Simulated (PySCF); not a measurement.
First SCF of a structure search on triplet RuS2, at a hand-made end-on geometry. PySCF input:

```python
from pyscf import gto, scf, dft
mol = gto.M(atom='''
Ru     0.000000     0.000000     0.000000
S      0.000000     0.000000     2.348400
S      1.774800     0.000000     3.368400''',
    basis={'Ru': 'def2-SVP', 'S': 'def2-SVP'},
    ecp={'Ru': 'def2-SVP'},
    charge=0, spin=2)
mf = dft.UKS(mol, xc='PBE0')
mf.grids.atom_grid = (50, 194)
aux = {'Ru': 'def2-universal-JKFIT', 'S': 'def2-universal-JKFIT'}
mf = mf.density_fit(auxbasis=aux)
mf.conv_tol = 1e-08
mf.diis_space = 10
mf.max_cycle = 60
mf.init_guess = 'minao'
mf.verbose = 4
mf.kernel()
```

Excerpt of the output (cycles alone):

```
init E= -881.545324244397
cycle= 1 E= -887.912050997465  delta_E= -6.37  |g|= 1.74  |ddm|= 2.19
cycle= 2 E= -866.159902992338  delta_E= 21.8  |g|= 4.51  |ddm|= 11.3
cycle= 3 E= -882.830959755972  delta_E= -16.7  |g|= 2.62  |ddm|= 10.9
cycle= 4 E= -890.275724651615  delta_E= -7.44  |g|= 0.746  |ddm|= 4.65
cycle= 5 E= -889.291899035593  delta_E= 0.984  |g|= 1.26  |ddm|=  1.7
cycle= 6 E= -890.579687196834  delta_E= -1.29  |g|= 0.283  |ddm|= 1.27
cycle= 7 E= -890.562841186537  delta_E= 0.0168  |g|= 0.334  |ddm|= 0.349
cycle= 8 E= -890.57870285598  delta_E= -0.0159  |g|= 0.302  |ddm|= 0.0582
cycle= 9 E= -890.646663765599  delta_E= -0.068  |g|= 0.123  |ddm|= 0.524
cycle= 10 E= -890.661910559939  delta_E= -0.0152  |g|= 0.0371  |ddm|= 0.234
cycle= 11 E= -890.664272161774  delta_E= -0.00236  |g|= 0.00873  |ddm|= 0.132
cycle= 12 E= -890.66451466687  delta_E= -0.000243  |g|= 0.00563  |ddm|= 0.0355
cycle= 13 E= -890.664646618125  delta_E= -0.000132  |g|= 0.00515  |ddm|= 0.0307
cycle= 14 E= -890.664742408555  delta_E= -9.58e-05  |g|= 0.00311  |ddm|= 0.0299
cycle= 15 E= -890.66480812264  delta_E= -6.57e-05  |g|= 0.00193  |ddm|= 0.0346
cycle= 16 E= -890.664826159763  delta_E= -1.8e-05  |g|= 0.000826  |ddm|= 0.0159
cycle= 17 E= -890.664833041471  delta_E= -6.88e-06  |g|= 0.000532  |ddm|= 0.0115
cycle= 18 E= -890.664835286  delta_E= -2.24e-06  |g|= 0.000268  |ddm|= 0.00684
cycle= 19 E= -890.664835865871  delta_E= -5.8e-07  |g|= 0.000179  |ddm|= 0.00276
cycle= 20 E= -890.664836180812  delta_E= -3.15e-07  |g|= 0.000142  |ddm|= 0.00171
cycle= 21 E= -890.664836555116  delta_E= -3.74e-07  |g|= 0.000106  |ddm|= 0.0025
cycle= 22 E= -890.664836835845  delta_E= -2.81e-07  |g|= 6.6e-05  |ddm|= 0.00287
cycle= 23 E= -890.664836912245  delta_E= -7.64e-08  |g|= 4.14e-05  |ddm|= 0.00133
cycle= 24 E= -890.664836953179  delta_E= -4.09e-08  |g|= 1.71e-05  |ddm|= 0.00144
cycle= 25 E= -890.66483695619  delta_E= -3.01e-09  |g|= 8.56e-06  |ddm|= 0.000365
Extra cycle  E= -890.664836956249  delta_E= -5.91e-11  |g|= 1.11e-05  |ddm|= 3.4e-05
converged SCF energy = -890.664836956249  <S^2> = 2.8801986  2S+1 = 3.5384735
```

No lower solution of this spin was found from smeared starts or by a stability analysis within the unrestricted form.

Open d and f shells are described by one determinant, and the ground state may have another occupation or spin.

The search for the lowest solution, 3 starts and the stability check together, took 12 s on 2 threads of a shared Arm Neoverse V2 host, with 67 basis functions; the process peaked at 0.33 GiB. Launch command: `OMP_NUM_THREADS=2 python axn.py task.json out`.
